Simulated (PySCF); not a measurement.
PbBr, SMILES [Br][Pb] (connectivity only; charge and spin as stated), neutral, multiplicity 2.

Geometry optimised at B3LYP-D3(BJ)/def2-TZVP. The multiplicity is an assumed one; other spin states were not compared. The def2 effective core potentials stand for the cores of Pb; spin–orbit coupling is left out.

Calculation: B3LYP/def2-TZVPD run with PySCF.

Isolated molecule, no solvent.

The total energy is -2767.17268 hartree and the point group is C∞v. The α spin, highest occupied and lowest empty level comes out as -4.67 and -3.40 eV and the β spin, highest occupied and lowest empty level is -7.66 and -3.20 eV. The dipole moment is 3.57 D. The ⟨S²⟩ is 0.752 (pure state 0.75).
